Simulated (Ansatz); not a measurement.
Relaxation of BrH3OSSi2 (8 atoms, charge 0, multiplicity 1), to a largest force component of 0.02 eV/Å in at most 50 steps.

The calculation used RKS B3LYP-D4/def2-SVP (Ansatz 0.2.0).

```xyz
8
Properties=species:S:1:pos:R:3
S -1.976 -0.245 1.474
Si -0.743 0.626 -0.009
O 0.739 0.132 0.343
Si 0.815 -0.690 -1.049
Br 2.134 0.220 -2.476
H -1.155 -0.086 2.477
H -0.701 2.116 -0.051
H 0.979 -2.130 -0.765
```

Question: Where does it end, and by what steps?

Answer: The run converged. After 16 steps the energy has fallen by 0.806 eV; H6 moved furthest, 1.16 Å.

```json
{"step": "0", "energy less start (eV)": "0.0000", "largest force component (eV/Å)": "4.250", "accepted": "yes"}
{"step": "1", "energy less start (eV)": "-0.5171", "largest force component (eV/Å)": "2.089", "accepted": "yes"}
{"step": "2", "energy less start (eV)": "-0.6713", "largest force component (eV/Å)": "0.630", "accepted": "yes"}
{"step": "3", "energy less start (eV)": "-0.7163", "largest force component (eV/Å)": "0.354", "accepted": "yes"}
{"step": "4", "energy less start (eV)": "-0.7288", "largest force component (eV/Å)": "0.111", "accepted": "yes"}
{"step": "5", "energy less start (eV)": "-0.7389", "largest force component (eV/Å)": "0.105", "accepted": "yes"}
{"step": "6", "energy less start (eV)": "-0.7541", "largest force component (eV/Å)": "0.392", "accepted": "yes"}
{"step": "7", "energy less start (eV)": "-0.7595", "largest force component (eV/Å)": "0.780", "accepted": "yes"}
{"step": "8", "energy less start (eV)": "-0.7889", "largest force component (eV/Å)": "0.273", "accepted": "yes"}
{"step": "9", "energy less start (eV)": "-0.7970", "largest force component (eV/Å)": "0.144", "accepted": "yes"}
{"step": "10", "energy less start (eV)": "-0.8000", "largest force component (eV/Å)": "0.105", "accepted": "yes"}
{"step": "11", "energy less start (eV)": "-0.8035", "largest force component (eV/Å)": "0.152", "accepted": "yes"}
{"step": "12", "energy less start (eV)": "-0.8050", "largest force component (eV/Å)": "0.076", "accepted": "yes"}
{"step": "13", "energy less start (eV)": "-0.8058", "largest force component (eV/Å)": "0.051", "accepted": "yes"}
{"step": "14", "energy less start (eV)": "-0.8060", "largest force component (eV/Å)": "0.030", "accepted": "yes"}
{"step": "15", "energy less start (eV)": "-0.8062", "largest force component (eV/Å)": "0.020", "accepted": "yes"}
{"step": "16", "energy less start (eV)": "-0.8062", "largest force component (eV/Å)": "0.008", "accepted": "yes"}
```

```xyz
8
Properties=species:S:1:pos:R:3
S -1.829 -0.478 1.646
Si -0.466 0.440 0.277
O 1.201 0.023 0.438
Si 0.870 -0.686 -1.082
Br 1.958 0.237 -2.797
H -2.051 0.649 2.365
H -0.698 1.906 0.242
H 1.107 -2.149 -1.144
```

The run took 49 s on 2 threads of Intel(R) Xeon(R) Platinum 8488C (Sapphire Rapids) (shared host), peak memory 0.31 GiB.
